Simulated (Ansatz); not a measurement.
`CS[Si](F)(F)F` + `C=CS` → `C=CS[Si](F)(F)F` + CH₃SH  (ligand exchange at the Si–S bond)

Gas-phase electronic energies from Ansatz, PBE0-D4/def2-TZVP geometries. CCSD(T)/CBS is the MP2 limit (def2-TZVPP, def2-QZVPP) plus CCSD(T) − MP2 in def2-TZVPP, frozen cores. This one scheme is used for every species. Functionals use def2-TZVPP. B3LYP here is the variant with VWN-RPA as its local correlation; programs differ in this. Each species was taken in one conformer, which may not be the lowest.

`CS[Si](F)(F)F`:

Z-matrix (Å, degrees):
```
C
S 1 1.824
H 1 1.089 2 111.0
H 1 1.088 2 111.0 3 -123.5
H 1 1.089 2 105.8 3 118.3
Si 2 2.080 1 98.2 3 61.9
F 6 1.572 2 109.0 1 179.9
F 6 1.577 2 112.8 1 -59.7
F 6 1.578 2 112.8 1 59.5
```

`C=CS`:

Cartesian coordinates in Å:
```
C 0.154 0.761 0.837
C -0.245 -0.112 -0.080
S 0.841 -0.894 -1.209
H 1.193 1.048 0.950
H -0.566 1.214 1.506
H -1.290 -0.383 -0.173
H -0.087 -1.634 -1.831
```

`C=CS[Si](F)(F)F`:

Z-matrix (Å, degrees):
```
Si
F 1 1.576
F 1 1.574 2 107.8
S 1 2.085 2 113.2 3 119.9
F 1 1.575 2 106.1 3 -115.9
C 4 1.785 1 95.6 2 64.9
C 6 1.323 4 123.4 1 -81.6
H 6 1.084 4 114.5 1 100.4
H 7 1.084 6 120.2 4 -178.6
H 7 1.084 6 122.0 4 1.9
```

CH₃SH:

Z-matrix (Å, degrees):
```
C
S 1 1.806
H 1 1.089 2 111.5
H 1 1.089 2 111.5 3 -123.8
H 1 1.090 2 106.2 3 118.1
H 2 1.342 1 97.1 3 61.9
```

| level | ΔE (eV) |
| --- | --- |
| B3LYP-D4 | 0.07 |
| ωB97X-V | 0.05 |
| ωB97M-V | 0.05 |
| r2SCAN | 0.10 |
| B3LYP | 0.10 |
| CCSD/def2-TZVPP | 0.04 |
| CCSD(T)/def2-TZVPP | 0.04 |
| HF/def2-QZVPP | 0.04 |

**Question.** What does CCSD(T)/CBS give? (Estimate.)

**Answer.** Computed: +0.04 eV. The listed levels differ from it by 0.03, 0.01, 0.01, 0.06, 0.06, 0.00, 0.00, 0.00 eV.

Largest T1 diagnostic among the species: 0.012.

The D4 term adds −0.03 eV with B3LYP and −0.02 eV with PBE0; it sums over pairs of atoms, weighted by their polarisabilities, and B3LYP, whose exchange is more repulsive, gets the larger term.
